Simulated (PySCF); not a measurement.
F2Re, neutral, multiplicity 6. Atoms are numbered in the order given.

```xyz
3

Re     0.0000     0.0000     0.0000
F      0.0000     0.0000    -1.9296
F      0.0000     0.0000     1.9296
```
Charge 0, spin multiplicity 6.

Geometry optimised at B3LYP-D3(BJ)/def2-TZVP. The spin state was assumed, not searched. The def2 effective core potentials stand for the cores of Re; spin–orbit coupling is left out.

Method: ωB97X/def2-TZVPD run with PySCF.

Mulliken values depend strongly on the basis, most of all with diffuse functions as here. ESP charges are fitted to the potential on shells at 1.4 to 2.0 van der Waals radii. Atomic charges (e):

| atom | Mulliken | ESP fit | Mulliken spin |
|---|---|---|---|
| Re1 | 1.07 | (withheld) | 4.85 |
| F2 | -0.54 | (withheld) | 0.08 |
| F3 | -0.54 | (withheld) | 0.08 |

Question: Fill in the missing entries. (Estimate from the structure and the level; the computed values follow.)

Answer: 
- Re1, ESP fit: 0.91
- F2, ESP fit: -0.45
- F3, ESP fit: -0.45
